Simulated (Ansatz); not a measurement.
Stepwise reaction of `[CH3][W]([CH3])(=[S])=[S]` with ammonia, as a gas-phase model of exchange steps in deposition or etching. ΔE in kJ/mol; ΔG adds harmonic PBE0-D4 terms to CCSD(T)/CBS, at 1 bar.

Calculated with Ansatz (gas phase, PBE0-D4/def2-TZVP geometries, no zero-point term in ΔE). CCSD(T)/CBS adds triple-zeta CCSD(T) − MP2 to the extrapolated MP2 energy (def2 sets, frozen cores). This one scheme is used for every species. Functionals use def2-TZVPP. B3LYP here is the variant with VWN-RPA as its local correlation; programs differ in this. Elements past krypton have def2 core potentials. For W outer-core shells are correlated without core-valence functions, which leaves a few kJ/mol of doubt a bond. Each species was taken in one conformer, which may not be the lowest.

```csv
step,reaction,PBE-D4,B3LYP-D4,ωB97M-V,CCSD(T)/CBS,ΔG(400 K)
2,`[CH3][W]([NH2])(=[S])=[S]` + NH₃ → `[NH2][W]([NH2])(=[S])=[S]` + CH₄,-80.3,-83.3,-76.3,-74.3,-70.6
```

(1) Give the row of step 1, `[CH3][W]([CH3])(=[S])=[S]` + NH₃ → `[CH3][W]([NH2])(=[S])=[S]` + CH₄. (An estimate is asked.)

(2) By hand: ΔE of the 2 steps together at CCSD(T)/CBS.

## Answers

(1) The calculation gave: 
```json
{"step": "1", "reaction": "`[CH3][W]([CH3])(=[S])=[S]` + NH₃ → `[CH3][W]([NH2])(=[S])=[S]` + CH₄", "PBE-D4": "-111.5", "B3LYP-D4": "-116.5", "ωB97M-V": "-114.2", "CCSD(T)/CBS": "-113.1", "ΔG(400 K)": "-103.9"}
```

(2) (-113.1) + (-74.3) = -187.4 kJ/mol, or -93.7 kJ/mol a step.

In ΔE each step is higher than the one before. All are downhill at CCSD(T)/CBS. ΔG lies between -103.9 and -70.6 kJ/mol a step. PBE-D4 differs from CCSD(T)/CBS by -6.0 to 1.6 kJ/mol a step. Only this route is followed, and other bonds may react first. Isolated molecules leave out the surface, adducts and barriers. Largest T1 diagnostic: 0.023.
